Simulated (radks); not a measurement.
Problem. The potassium ion K3+, configuration [Ne] 3s2 3p4. Method: scalar-relativistic Kohn-Sham, LDA (Slater exchange, Perdew-Wang correlation), spin-polarised, spherical densities, point nucleus; open shells are filled with parallel spins first; computed with a radial shooting solver on a logarithmic mesh with Libxc functionals. Some entries of the table are withheld. Estimate them.

orbital,occ.,eigenvalue (Ry),r(max) (bohr),<r> (bohr)
1s up,1,-261.3380,0.05315,0.08124
1s down,1,-261.2917,0.05314,0.08123
2s up,1,(1),0.3187,0.3886
2s down,1,(2),0.3188,0.3883
2p up,3,-23.73707,0.2621,0.3505
2p down,3,-23.67757,0.2623,0.3503
3s up,1,-5.39523,1.050,1.199
3s down,1,-5.19910,1.051,1.206
3p up,3,-4.11118,1.101,1.287
3p down,1,-3.92469,1.104,1.301

Solution. 
(1) 2s up eigenvalue (Ry): -29.02631
(2) 2s down eigenvalue (Ry): -28.97814
